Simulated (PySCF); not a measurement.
Be: excitation energy

Be [He] 2s2 (1S) → Be [He] 2s1 2p1 (3P), as a difference of total energies. All numbers are calculated (PySCF 2.14, no relativity, point nucleus, in def2-TZVPPD (5s4p1d, 22 functions)). Correlated levels: valence: 1s2 frozen. The calculations carry no spin-orbit coupling.

Question: Order these methods by the excitation energy they give, lowest first.
A. MP2 (valence)
B. UHF
C. CCSD (valence)
D. SCS-MP2 (valence)

Answer: B (1.635 eV), A (2.287 eV), D (2.471 eV), C (2.751 eV).

Errors of the correlated levels include the incompleteness of this basis and the frozen core.

With two correlated electrons CCSD is exact in that space.

For comparison: 2.725 eV (measured; NIST levels, between the centres of gravity of the two terms).
